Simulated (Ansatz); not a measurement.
The cluster Sn₄O₅. The state is a singlet with charge 0. Geometry PBE-D4/def2-SVP.

```xyz
9

Sn    0.4385    1.9702   -0.6229
Sn    1.9853   -0.4076    1.0183
Sn   -1.2246   -0.3635    1.6827
Sn   -0.1280   -1.3121   -1.4214
O     1.5195    0.1264   -1.0055
O     0.3229    1.0874    1.3335
O    -1.9238   -0.1989   -0.3969
O    -1.2459    0.7438   -1.3326
O     0.2561   -1.6457    0.7449
```

In the def2 sets Sn takes a core potential, while STO-3G treats all electrons; there is no spin–orbit coupling. HSE06 is defined as in plane-wave codes, on full-range PBE exchange. The structure holds one bond between oxygen atoms, so isomers without such links may lie far lower. The structure comes from a short search, and lower isomers may exist.

(1) Estimate the orbital energies around the gap (eV) in Ansatz with HF/STO-3G, PBE-D4/def2-TZVP, r2SCAN-D4/def2-TZVP, PBE0-D4/def2-SVP, HSE06-D4/def2-TZVP.

Results:

(1) 
```
orbital  HF/STO-3G  PBE-D4/def2-TZVP  r2SCAN-D4/def2-TZVP  PBE0-D4/def2-SVP  HSE06-D4/def2-TZVP
 HOMO−5      -8.23             -6.66                -7.03             -8.13               -7.78
 HOMO−4      -7.66             -6.58                -6.95             -8.07               -7.73
 HOMO−3      -6.93             -6.04                -6.34             -7.15               -6.82
 HOMO−2      -5.15             -5.95                -6.24             -7.10               -6.76
 HOMO−1      -5.10             -5.78                -6.08             -6.96               -6.62
   HOMO      -5.00             -5.55                -5.87             -6.71               -6.39
   LUMO       5.58             -2.45                -2.28             -1.63               -2.11
 LUMO+1       6.01             -2.20                -2.02             -1.36               -1.86
 LUMO+2       6.59             -2.15                -1.97             -1.14               -1.65
 LUMO+3       7.64             -2.01                -1.83             -1.07               -1.59
 LUMO+4       8.65             -0.97                -0.71              0.00               -0.61
 LUMO+5       8.74             -0.86                -0.65              0.05               -0.45
```
